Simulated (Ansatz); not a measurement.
Interaction energy ladder

The pair of H₂Te (SMILES [TeH2], atoms 1–3) and H₂Te (SMILES [TeH2], atoms 4–6), both closed shells, in one local arrangement (a lower one may exist), relaxed at PBE0-D4/def2-TZVP:

Te1  (-0.647, -0.399, -2.029)
H2  (0.017, 1.098, -2.276)
H3  (0.853, -1.092, -2.123)
Te4  (0.574, 0.420, 2.463)
H5  (0.075, 0.098, 0.910)
H6  (-0.873, -0.124, 3.055)
(Å)

Program: Ansatz 0.2.0. Basis: def2-TZVPPD, with def2-QZVPPD for the basis limit. Cores are frozen in the correlated methods. Filled d shells of the heavier atoms are correlated. Core potentials replace the inner electrons of the atoms past krypton. The def2 sets are not built for correlating such inner shells, so the correlated values are less sure here. Extrapolation: Hartree–Fock as exp(−7.88 √X), correlation as X^−2.97. Interaction energies count from these two fragments, frozen as in the pair, with the counterpoise correction; negative means bound.

(1) What is the interaction energy by CCSD(T) at an estimated basis limit (MP2 extrapolated from triple and quadruple zeta, plus CCSD(T) − MP2 in triple zeta)? (Judge from chemistry; the value comes from the calculation.)

(2) Which atoms make the shortest contact between the fragments?

The T1 diagnostic stays at or below 0.011.

Answers

(1) Computed: -1.07 kcal/mol. Hartree–Fock alone gives 1.49 kcal/mol at the basis limit, so without correlation the pair would not bind at this distance. Plain CCSD(T) in triple zeta gives -0.64 kcal/mol; the step to the limit is large here, so the limit is uncertain. It counts from the two fragments frozen as in the pair.

(2) Te1 and H5, 3.07 Å apart.

Basis-set superposition shift (counterpoise-corrected less uncorrected): CCSD(T) 0.80; MP2 0.80; HF 0.03; PBE0-D4 0.03; wB97M-V 0.06 kcal/mol.

For scale, one of the runs: CCSD(T)/def2-TZVPPD, 186 basis functions, launched by `ansatz run in.yaml --threads 4 --pin off --events-out ev --progress --plain --max-ram 9574MiB`. Hardware: 4 CPU threads of an Arm Neoverse V2, shared host. Wall time 58 s; peak host memory 2.4 GiB.
